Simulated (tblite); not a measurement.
C8H6N4.
Atom-mapped SMILES: `[CH3:1][c:2]1[cH:3][cH:4][cH:5][c:6]2[c:7]([C:8]#[N:9])[n:10][n:11][n:12]12` (hydrogens: H13, H14, H15 on C1; H16 on C3; H17 on C4; H18 on C5)

Computed geometry: GFN2-xTB, gas phase.

(1) Give the optimised bond lengths and angles.

Results:

(1) 
```json
{"bond": "C1–C2", "length (Å)": "1.486", "order": "single"}
{"bond": "C2–C3", "length (Å)": "1.366", "order": "aromatic"}
{"bond": "C3–C4", "length (Å)": "1.411", "order": "aromatic"}
{"bond": "C4–C5", "length (Å)": "1.367", "order": "aromatic"}
{"bond": "C5–C6", "length (Å)": "1.399", "order": "aromatic"}
{"bond": "C6–C7", "length (Å)": "1.409", "order": "aromatic"}
{"bond": "C7–C8", "length (Å)": "1.400", "order": "single"}
{"bond": "C8≡N9", "length (Å)": "1.147", "order": "triple"}
{"bond": "C7–N10", "length (Å)": "1.346", "order": "aromatic"}
{"bond": "N10–N11", "length (Å)": "1.276", "order": "aromatic"}
{"bond": "N11–N12", "length (Å)": "1.337", "order": "aromatic"}
{"bond": "C2–N12", "length (Å)": "1.359", "order": "aromatic"}
{"bond": "C6–N12", "length (Å)": "1.378", "order": "aromatic"}
{"bond": "C1–H13, C1–H14, C1–H15", "length (Å)": "1.088", "order": "single"}
{"bond": "C3–H16", "length (Å)": "1.078", "order": "single"}
{"bond": "C4–H17", "length (Å)": "1.078", "order": "single"}
{"bond": "C5–H18", "length (Å)": "1.078", "order": "single"}
```

Bonds in one row agree within 0.01 Å and their mean is given. Orders are formal, as drawn. A selection of angles:
```json
{"angle": "C1–C2–C3", "degrees": "126.3"}
{"angle": "C1–C2–N12", "degrees": "116.6"}
{"angle": "C3–C2–N12", "degrees": "117.1"}
{"angle": "C2–C3–C4", "degrees": "121.4"}
{"angle": "C3–C4–C5", "degrees": "120.6"}
{"angle": "C4–C5–C6", "degrees": "117.9"}
{"angle": "C5–C6–C7", "degrees": "137.7"}
{"angle": "C5–C6–N12", "degrees": "119.6"}
{"angle": "C7–C6–N12", "degrees": "102.7"}
{"angle": "C6–C7–C8", "degrees": "127.5"}
{"angle": "C6–C7–N10", "degrees": "107.8"}
{"angle": "C8–C7–N10", "degrees": "124.7"}
{"angle": "C7–C8–N9", "degrees": "177.9"}
{"angle": "C7–N10–N11", "degrees": "110.5"}
{"angle": "N10–N11–N12", "degrees": "108.7"}
{"angle": "C2–N12–N11", "degrees": "126.4"}
{"angle": "C2–N12–C6", "degrees": "123.3"}
{"angle": "C6–N12–N11", "degrees": "110.3"}
```

The C–N distances run from 1.147 Å (C8≡N9, drawn triple) to 1.378 Å (C6–N12, aromatic), a spread of 0.231 Å. The 7 C–C bonds span 1.366 Å (C2–C3, aromatic) to 1.486 Å (C1–C2, drawn single), a spread of 0.120 Å. Of the pairs four or more bonds apart, N11···H14 is among the closest relative to their van der Waals radii: 2.78 Å, 101 % of the sum of Bondi's values. The 6-membered ring C2–C3–C4–C5–C6–N12 has internal angles of 117.1° to 123.3° (sum 720°, against 720° for a flat polygon); it is planar, 0.00 Å rms from its mean plane, widest ring torsion 0°. The N–N distances run from 1.276 Å (N10–N11, aromatic) to 1.337 Å (N11–N12, aromatic), a spread of 0.061 Å. The 5-membered ring C6–C7–N10–N11–N12 has internal angles of 102.7° to 110.5° (sum 540°, against 540° for a flat polygon); it is planar, 0.00 Å rms from its mean plane, widest ring torsion 0°. N12 (pyrrole-type nitrogen) is planar (angles 126.4°, 123.3° and 110.3°, sum 360.0°, 0.00 Å off the plane of its three neighbours).

Point group: Cs (every atom within 0.08 Å of its image). Its GFN2-xTB frequencies are all real (lowest 82 cm⁻¹). 2 starts were optimised and ended at 0.00 and 0.03 kcal/mol (GFN2-xTB); the lowest of these is shown.

Time: 0.54 s. Hardware: an Arm Neoverse N1 with one thread, no GPU, shared host with 64 logical CPUs at a one-minute load of 58. That covers the optimisation of the geometry.
